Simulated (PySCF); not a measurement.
**Which determinant of NaSe⁺ lies lowest?**

Unrestricted PBE0; basis Na def2-SVP, Se def2-SVP; no relativity; PySCF 2.14. Outer shells of the fragments: Na+ closed shells only; Se 3d10 4s2 4p4.

Followed along the bond (rough minima from three points):

| 2Ms+1 | unpaired | ⟨S²⟩ at the start | R at minimum (Å) | Te (eV) |
| --- | --- | --- | --- | --- |
| 3 | π ↑↑ | 2.00 | 3.01 | 0.00 |
| 1 | π ↑↓ | 1.01 | 3.01 | 0.42 |
| 3 | σ ↑, π ↑ | 2.00 | 3.29 | 0.55 |
| 1 | σ ↓, π ↑ | 1.01 | 3.30 | 0.94 |

Solutions found at the starting distance of 2.790 Å, counted from the lowest of them; the search is not exhaustive and high or unbound solutions are not listed, so other states can lie among these:

```json
{"2Ms+1": "3", "unpaired": "π ↑↑", "term": "³Σ⁻", "E (eV)": "0.00", "⟨S²⟩": "2.00", "⟨Lz²⟩": "0.00", "μ (D)": "-8.45"}
{"2Ms+1": "1", "unpaired": "π ↑↓", "term": "mixed", "E (eV)": "0.42", "⟨S²⟩": "1.01", "⟨Lz²⟩": "2.01", "μ (D)": "-8.45"}
{"2Ms+1": "3", "unpaired": "σ ↑, π ↑", "term": "³Π", "E (eV)": "0.60", "⟨S²⟩": "2.00", "⟨Lz²⟩": "1.01", "μ (D)": "-8.73"}
{"2Ms+1": "1", "unpaired": "σ ↓, π ↑", "term": "mixed", "E (eV)": "1.00", "⟨S²⟩": "1.01", "⟨Lz²⟩": "1.01", "μ (D)": "-8.71"}
{"2Ms+1": "1", "unpaired": "none", "term": "mixed", "E (eV)": "1.70", "⟨S²⟩": "0.00", "⟨Lz²⟩": "2.00", "μ (D)": "-8.40"}
{"2Ms+1": "3", "unpaired": "σ ↑↑, π ↑↓", "term": "mixed", "E (eV)": "6.91", "⟨S²⟩": "3.01", "⟨Lz²⟩": "2.01", "μ (D)": "1.16"}
{"2Ms+1": "1", "unpaired": "σ ↓↓, π ↑↑", "term": "mixed", "E (eV)": "6.96", "⟨S²⟩": "2.01", "⟨Lz²⟩": "0.00", "μ (D)": "1.35"}
{"2Ms+1": "3", "unpaired": "σ ↑, π ↑", "term": "³Π", "E (eV)": "7.97", "⟨S²⟩": "2.00", "⟨Lz²⟩": "1.00", "μ (D)": "1.10"}
{"2Ms+1": "1", "unpaired": "σ ↓, π ↑", "term": "mixed", "E (eV)": "8.03", "⟨S²⟩": "1.00", "⟨Lz²⟩": "1.00", "μ (D)": "1.32"}
{"2Ms+1": "3", "unpaired": "σ ↑, π ↑↑↓", "term": "mixed", "E (eV)": "8.71", "⟨S²⟩": "3.01", "⟨Lz²⟩": "3.01", "μ (D)": "1.55"}
```

A term symbol is given only where ⟨S²⟩ and ⟨Lz²⟩ are close to those of a pure state; real π, δ and φ orbitals otherwise mix terms. A positive dipole points towards Se; it is taken about the centre of mass and depends on that origin.

Spin–orbit coupling is left out. Counting both spins, an empty level lies below a filled one in some of these solutions, because spin and occupation are held.
